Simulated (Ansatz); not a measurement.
Saddle point of GeH$_{8}$O$_{2}$, singlet (GeH₄ + H₂O + H₂O → GeH₄O ([OH][GeH3]) + H₂O + H₂; bonds formed: Ge1–O7, H2–H8, H6–O9; bonds broken: Ge1–H2, H6–O7, H8–O9), PBE0-D4/def2-TZVP structure:

| atom | x (Å) | y (Å) | z (Å) |
| --- | --- | --- | --- |
| Ge1 | -0.4332 | -0.0315 | -1.2900 |
| H2 | -0.4590 | -1.2158 | 0.1323 |
| H3 | 0.4684 | -1.0706 | -1.9908 |
| H4 | -1.9497 | -0.2768 | -1.3940 |
| H5 | -0.2069 | 1.2592 | -2.1697 |
| H6 | 0.5975 | 0.4370 | 1.1509 |
| O7 | 0.2069 | 1.0724 | 0.1890 |
| H8 | 0.1143 | -1.0509 | 1.0321 |
| O9 | 0.7489 | -0.5110 | 1.8338 |
| H10 | 0.6936 | 1.8372 | -0.1295 |
| H11 | 0.2194 | -0.4492 | 2.6358 |

Energies are electronic, without zero-point energy. Barriers and step energies count from the start structure reached by relaxing down the imaginary mode; all methods use the PBE0-D4 structures, on which another method's saddle can fall below an end. Computed with Ansatz 0.2.0 (basis: def2-TZVPP, with def2-QZVPP for the basis limit); correlated methods freeze the cores. Filled d shells of the heavier atoms are correlated. The def2 sets are not built for correlating such inner shells, so the correlated values are less sure here. B3LYP uses VWN-RPA correlation. Extrapolation: Hartree–Fock as exp(−7.88 √X), correlation as X^−2.97.

| method | barrier (kJ/mol) | step energy (kJ/mol) |
| --- | --- | --- |
| SPW92 | 102.6 | 21.1 |
| PBE-D4 | 152.4 | 10.8 |
| BLYP-D4 | 169.3 | 3.1 |
| r2SCAN-D4 | ? | 7.2 |
| B97M-V | 183.0 | 13.6 |
| PBE0-D4 | 175.3 | 13.5 |
| B3LYP-D4 | 185.9 | 6.7 |
| r2SCAN0-D4 | 181.5 | 10.7 |
| BHLYP-D4 | 211.2 | 8.5 |
| CAM-B3LYP-D4 | ? | 8.1 |
| wB97X-V | 195.8 | 6.7 |
| wB97M-V | 195.7 | 9.6 |
| B2PLYP | 195.5 | 4.8 |
| PBE-QIDH | 191.5 | 9.4 |
| RPA on PBE | 200.9 | 4.2 |
| HF | ? | 7.6 |
| MP2 | 195.1 | 1.1 |
| CCSD | 216.4 | 9.0 |
| CCSD(T) | 202.3 | 7.0 |

(1) Fill in the withheld barriers. (To be estimated.)

T1 diagnostic: at most 0.013.

Results:

(1) The calculation gives: r2SCAN-D4 163.4; HF 278.2; CAM-B3LYP-D4 189.8 kJ/mol. Each is the energy of the saddle less that of the start structure, by the same method.

For comparison, the barrier by CCSD(T) at an estimated basis limit (MP2 extrapolated from triple and quadruple zeta, plus CCSD(T) − MP2 in triple zeta) is 209.2 kJ/mol.

Labels in which every atom is bracketed show which atoms are joined, not bond orders.

For scale, one of the runs: CCSD(T)/def2-TZVPP, 222 basis functions (an equivalent command: `ansatz run in.yaml --threads 4`). The run took 93 s on 4 CPU threads (shared host), with 3.7 GiB of host memory at its peak.
